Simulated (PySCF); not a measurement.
singlet methylene (CH2), singlet, geometry from GFN2-xTB; DF-SVWN5/pcseg-0 (PySCF).

Input for PySCF:
```python
from pyscf import gto, scf, dft

mol = gto.Mole()
mol.atom = '''
    C     0.00403916    0.00124078    0.16463541
    H     0.00029648    0.87790816   -0.50085524
    H    -0.02453143   -0.88535285   -0.48695721
'''
mol.basis = 'pcseg-0'
mol.verbose = 4
mol.build()

mf = dft.RKS(mol)
mf.xc = 'lda,vwn'
mf = mf.density_fit(auxbasis='def2-universal-jkfit')
mf.kernel()
```

Output, abridged:

```
PySCF version 2.14.0

[INPUT] verbose = 4
[INPUT] num. atoms = 3
[INPUT] num. electrons = 8
[INPUT] charge = 0
[INPUT] spin (= nelec alpha-beta = 2S) = 0
[INPUT] symmetry False subgroup None
[INPUT] Mole.unit = angstrom
[INPUT] Symbol           X                Y                Z      unit          X                Y                Z       unit  Magmom
[...]
nuclear repulsion = 6.06948998566035
number of shells = 4
number of NR pGTOs = 21
number of NR cGTOs = 13
basis = pcseg-0
ecp = {}

******** <class 'pyscf.df.df_jk.DFRKS'> ********
method = DFRKS
initial guess = minao
damping factor = 0
level_shift factor = 0
DIIS = <class 'pyscf.scf.diis.CDIIS'>
diis_start_cycle = 1
diis_space = 8
diis_damp = 0
SCF conv_tol = 1e-09
SCF conv_tol_grad = None
SCF max_cycles = 50
direct_scf = False
XC library pyscf.dft.libxc version 7.1.2
    S. Lehtola, C. Steigemann, M. J. T. Oliveira, and M. A. L. Marques,  SoftwareX 7, 1–5 (2018)
XC functionals = lda,vwn
    P. A. M. Dirac,  Math. Proc. Cambridge Philos. Soc. 26, 376 (1930)
    F. Bloch,  Z. Phys. 57, 545 (1929)
    S. H. Vosko, L. Wilk, and M. Nusair,  Can. J. Phys. 58, 1200 (1980)
radial grids:
    Treutler-Ahlrichs [JCP 102, 346 (1995); DOI:10.1063/1.469408] (M4) radial grids

becke partition: Becke, JCP 88, 2547 (1988); DOI:10.1063/1.454033
pruning grids: <function nwchem_prune>
grids dens level: 3
symmetrized grids: False
atomic radii adjust function: <function treutler_atomic_radii_adjust>
small_rho_cutoff = 0
Set gradient conv threshold to 3.16228e-05
Initial guess from minao.
tot grids = 33736
init E= -38.5229425303525
[...]
cycle= 1 E= -38.6143490773276  delta_E= -0.0914  |g|= 0.0757  |ddm|= 1.47
[...]
cycle= 2 E= -38.472125123719  delta_E= 0.142  |g|= 0.197  |ddm|= 2.05
[...]
cycle= 3 E= -38.6164803353972  delta_E= -0.144  |g|= 0.0513  |ddm|= 2.14
[...]
cycle= 4 E= -38.6170802572722  delta_E= -0.0006  |g|= 0.023  |ddm|= 0.0541
[...]
cycle= 5 E= -38.6172905709312  delta_E= -0.00021  |g|= 0.00607  |ddm|= 0.0834

WARN: HOMO -0.186330705871154 == LUMO -0.185581108578803

cycle= 6 E= -38.4754407630616  delta_E= 0.142  |g|= 0.19  |ddm|= 2.16

WARN: HOMO -0.186372191395936 == LUMO -0.185552819591418

cycle= 7 E= -38.475476070935  delta_E= -3.53e-05  |g|= 0.191  |ddm|= 0.0202

WARN: HOMO -0.186377421331815 == LUMO -0.185547461886724

cycle= 8 E= -38.4753416356969  delta_E= 0.000134  |g|= 0.191  |ddm|= 0.0926
[...]
cycle= 9 E= -38.4752153231367  delta_E= 0.000126  |g|= 0.191  |ddm|= 0.0231
[...]
[...]

cycle= 25 E= -38.6001819107931  delta_E= -0.125  |g|= 0.0918  |ddm|= 2.11
[...]
cycle= 26 E= -38.6156026805003  delta_E= -0.0154  |g|= 0.0329  |ddm|= 0.808
[...]
cycle= 27 E= -38.4745400805597  delta_E= 0.141  |g|= 0.195  |ddm|= 2.14
[...]
cycle= 28 E= -38.6124357894599  delta_E= -0.138  |g|= 0.0517  |ddm|= 2.14
[...]
cycle= 29 E= -38.61694333551  delta_E= -0.00451  |g|= 0.0235  |ddm|= 0.391
[...]
cycle= 30 E= -38.4963137596452  delta_E= 0.121  |g|= 0.195  |ddm|= 1.89
[...]
cycle= 31 E= -38.6172964897719  delta_E= -0.121  |g|= 0.00507  |ddm|= 1.89

WARN: HOMO -0.186431557951564 == LUMO -0.185528024982334

cycle= 32 E= -38.4836085993467  delta_E= 0.134  |g|= 0.193  |ddm|= 2.05

WARN: HOMO -0.186341288142514 == LUMO -0.18561683603594

cycle= 33 E= -38.4843412473368  delta_E= -0.000733  |g|= 0.192  |ddm|= 0.0268

WARN: HOMO -0.186022943540098 == LUMO -0.185856677804428

cycle= 34 E= -38.4886945962785  delta_E= -0.00435  |g|= 0.192  |ddm|= 1.42

WARN: HOMO -0.186069819420632 == LUMO -0.185875983687402

cycle= 35 E= -38.5217535547304  delta_E= -0.0331  |g|= 0.183  |ddm|= 0.685

WARN: HOMO -0.186026977298696 == LUMO -0.185889667018044

cycle= 36 E= -38.4782548857457  delta_E= 0.0435  |g|= 0.19  |ddm|=  1.1

WARN: HOMO -0.18619755127515 == LUMO -0.185803405593555

cycle= 37 E= -38.6059863187077  delta_E= -0.128  |g|= 0.0755  |ddm|= 1.97
[...]
cycle= 38 E= -38.4795949293697  delta_E= 0.126  |g|= 0.193  |ddm|= 2.16
[...]
cycle= 39 E= -38.47625049886  delta_E= 0.00334  |g|= 0.191  |ddm|= 0.267
[...]
cycle= 40 E= -38.4771282429661  delta_E= -0.000878  |g|= 0.191  |ddm|= 0.0836
[...]
cycle= 41 E= -38.4764268556038  delta_E= 0.000701  |g|= 0.191  |ddm|= 0.0614
[...]
cycle= 42 E= -38.4762490769625  delta_E= 0.000178  |g|= 0.192  |ddm|= 0.00266
[...]
cycle= 43 E= -38.5898474877019  delta_E= -0.114  |g|= 0.114  |ddm|= 1.89
[...]
cycle= 44 E= -38.4753525409753  delta_E= 0.114  |g|= 0.193  |ddm|= 1.94
[...]
cycle= 45 E= -38.615089042113  delta_E= -0.14  |g|= 0.0346  |ddm|= 2.13
[...]
cycle= 46 E= -38.4771771903375  delta_E= 0.138  |g|= 0.193  |ddm|= 2.08
[...]
cycle= 47 E= -38.4771065625565  delta_E= 7.06e-05  |g|= 0.194  |ddm|= 0.00814
[...]
cycle= 48 E= -38.6083778354215  delta_E= -0.131  |g|= 0.0698  |ddm|=    2
[...]
cycle= 49 E= -38.5566344757819  delta_E= 0.0517  |g|= 0.16  |ddm|= 0.837
[...]
cycle= 50 E= -38.4797772781424  delta_E= 0.0769  |g|= 0.197  |ddm|=  1.4
SCF not converged.
SCF energy = -38.4797772781424
```

Convergence was not reached.
